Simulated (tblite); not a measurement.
Compound: C6H14Ge.
Geometry (GFN2-xTB, Å), atoms numbered from 1 in this order:
```
atom  x, y, z in Å
C1     3.0071    0.5536    0.3745
C2     1.8620   -0.2963    0.9045
Ge3    0.0723    0.5477    0.6387
C4    -1.4826   -0.6319    1.0479
C5    -1.9656   -1.0581   -0.3370
C6    -1.9033    0.1465   -1.2744
C7    -0.4806    0.7026   -1.2701
H8     3.0271    1.5199    0.8743
H9     2.8905    0.7288   -0.6930
H10    3.9641    0.0608    0.5398
H11    2.0080   -0.4911    1.9671
H12    1.8541   -1.2644    0.4012
H13    0.0214    1.8747    1.3802
H14   -1.2394   -1.4956    1.6639
H15   -2.2639   -0.0721    1.5617
H16   -1.3081   -1.8395   -0.7262
H17   -2.9791   -1.4629   -0.2955
H18   -2.5924    0.9110   -0.9076
H19   -2.2155   -0.1342   -2.2826
H20    0.1640    0.0786   -1.8915
H21   -0.4490    1.7114   -1.6763
```

Level: GFN2-xTB in tblite, geometry and Hessian alike; calculated harmonic values, unscaled, isolated species. The method is semi-empirical: single wavenumbers can be off by several per cent or more. Modes of hydrogen on germanium can be 10 to 20 % off. One conformer, not necessarily the lowest.

Harmonic wavenumbers (cm⁻¹): 42.4, 70.7, 100.7, 172.7, 231.1, 240.3, 278.1, 339.2, 464.4, 527.6, 556.9, 576.3, 601.9, 623.2, 733.1, 742.5, 785.2, 892.2, 915.7, 951.0, 967.7, 1005.9, 1015.4, 1042.2, 1069.9, 1102.6, 1108.2, 1179.6, 1210.3, 1231.6, 1250.4, 1256.6, 1258.5, 1326.0, 1337.5, 1412.5, 1460.0, 1460.4, 1467.9, 1491.2, 1499.6, 1500.8, 1502.3, 1869.1, 2951.0, 2952.7, 2957.5, 2962.8, 2967.6, 2973.4, 2974.5, 2977.5, 2994.7, 2999.4, 3010.2, 3019.9, 3026.2.

A = 3537, B = 1207, C = 1081 MHz; mass 160.031 u (most abundant isotopes); point group C1, symmetry number 1.

Zero-point energy?

Half the sum of the wavenumbers: 39819 cm⁻¹ = 476.34 kJ/mol.

Entropy at 273.15 K, 1 bar (ideal gas, RRHO, classical rotation)?

Translation 170.33, rotation 118.71, vibration 102.10: S = 391.1 J/(mol K).

And Cp and H(273.15 K) − H(0)?

Cp = 144.61 J/(mol K), of which vibrations give 111.35 (their classical limit is 57 R = 473.9); H(273.15 K) − H(0) = 23.86 kJ/mol without the zero-point energy, 14.78 from vibrations.

Which modes carry the vibrational entropy at 273.15 K?

42.4 cm⁻¹: 20.80; 70.7 cm⁻¹: 16.58; 100.7 cm⁻¹: 13.68; 172.7 cm⁻¹: 9.38; 231.1 cm⁻¹: 7.17; 240.3 cm⁻¹: 6.89 J/(mol K); the other 51 give 27.60 together.

How do the functions run with temperature in this model?

```tsv
T (K)	S (J/(mol K))	Cp (J/(mol K))	H − H(0) (kJ/mol)	G − H(0) (kJ/mol)	ln q(vib)
100	289.1	73.3	5.27	-23.64	1.68
200	351.5	112.0	14.49	-55.81	4.04
300	405.3	157.2	27.91	-93.67	6.42
500	506.6	243.6	68.33	-184.99	11.31
800	641.7	330.6	155.56	-357.80	18.73
1000	719.8	369.2	225.74	-494.10	23.47
```

q(vib) and H(0) count from the zero-point level.

What must be added to the electronic energy to get the Gibbs energy at 273.15 K and 1 bar?

ZPE + [H(273.15 K) − H(0)] − T·S = 476.34 + 23.86 − 106.84 = 393.36 kJ/mol.

Blend soft modes into free rotors: weight 1/[1 + (100 cm⁻¹/ν̃)⁴] for the oscillator and the rest for a rotor with moment μB/(μ + B), μ = h/(8π²ν), B = 10⁻⁴⁴ kg m². What vibrational entropy results?

92.84 J/(mol K) in place of 102.10, which changes −T·S at 273.15 K by +2.53 kJ/mol.

Hindered rotation and anharmonicity are outside this model. Other conformers, if any are populated, would add a mixing term that is left out. The structure is chiral; the term R ln 2 for an equal mix with its mirror image is left out.
